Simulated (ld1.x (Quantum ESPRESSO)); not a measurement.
# What the settings do to the TM potential of tellurium (Te)

Base potential:

ld1.x (Quantum ESPRESSO) 7.5 input, shortened:

```
&input
   title='Te', zed=52., rel=1, dft='PBE', iswitch=3,
   config='[Kr] 4d10 5s2 5p4 5d-2'
 /
 &inputp
   pseudotype=2, tm=.true., lloc=1,
   nlcc=.false.
 /
3
5S  1  0   2.00   0.00  1.60  1.60  0.0
5D  3  2  -2.00   0.25  1.55  1.55  0.0
5P  2  1   4.00   0.00  1.90  1.90  0.0
 &test
   configts(1)='5s2 5p4'
 /
```

All-electron outer shells of the reference configuration (PBE, scalar-relativistic, ld1.x):

```json
{"shell": "4p", "level (eV)": "-114.41", "outermost node (bohr)": "0.38", "outermost maximum (bohr)": "0.74"}
{"shell": "4d", "level (eV)": "-41.65", "outermost node (bohr)": "0.36", "outermost maximum (bohr)": "0.81"}
{"shell": "5s", "level (eV)": "-15.11", "outermost node (bohr)": "0.91", "outermost maximum (bohr)": "1.80"}
{"shell": "5p", "level (eV)": "-5.95", "outermost node (bohr)": "1.00", "outermost maximum (bohr)": "2.17"}
```

Cutoffs, loose and tight: the cutoffs (Ry, on a coarse ladder) from which the occupation-weighted sum of valence levels, in a spherical-Bessel basis at the reference potential, stays within 10 and 1 mRy of its value at 400 Ry. They do not see the model core or the augmentation charge, which bear on the density cutoff. Test errors are all-electron minus pseudo excitation energies from the reference, over the configurations 5s2 5p3; 5s2 5p2; 5s2 5p1; 5s2 5p3.5; 5s2 5p4.3; 5s1 5p5; 5s1 5p4. A dash means not determined; rows that change the core or the reference have their own tests. The largest error is taken over the tests solved by every variant that gives reliable tests at all: 5s2 5p2; 5s2 5p3; 5s2 5p4.3.

A true bound ghost makes a file unfit for plane-wave use even where its test errors are small: the radial tests pick states by their node count and pass the ghost by. Where a test does run into it, the solver fails or the error is huge.

Cutoffs are not given where the Bessel-basis levels miss the radial ones by over 6 mRy, ghosts where they miss by over 20 mRy; a channel whose overlap is not positive is not tested.

| change | outcome | cutoff, loose | cutoff, tight | bound ghosts | largest test error (meV) |
| --- | --- | --- | --- | --- | --- |
| base | generated | 30 Ry | 70 Ry | d | -9.6 |
| wave 5p (bound): rc 1.90 bohr becomes 5p (bound): rc 1.42 bohr | generated | 140 Ry | 200 Ry | s, d | +38 |
| wave 5p (bound): rc 1.90 bohr becomes 5p (bound): rc 1.74 bohr | generated | 35 Ry | 80 Ry | s, d | -26 |
| wave 5p (bound): rc 1.90 bohr becomes 5p (bound): rc 2.18 bohr | generated | 30 Ry | 60 Ry | d | -15 |
| wave 5p (bound): rc 1.90 bohr becomes 5p (bound): rc 2.38 bohr | generated | 30 Ry | 60 Ry | d | -11 |
| wave 5p (bound): rc 1.90 bohr becomes 5p (bound): rc 2.58 bohr | generated | 30 Ry | 60 Ry | d | -1.6 |
| wave 5p (bound): rc 1.90 bohr becomes 5p (bound): rc 2.84 bohr | generated | 30 Ry | 60 Ry | d, s | +221 |

Question: What comes out with this change to the base: wave 5p (bound): rc 1.90 bohr becomes 5p (bound): rc 1.26 bohr?

Answer: outcome: generated, misses its reference levels by 0.40 eV; bound ghosts: s, d, p (extra level of the local part); largest test error (meV): +329.

Reading the sweep of the p radius (base included, trends over the rows without a ghost): Bound ghosts are found at 1.26, 1.42, 1.74, 1.9, 2.18, 2.38, 2.58, 2.84 bohr. Every judged row has one, so this setting neither creates nor removes them.
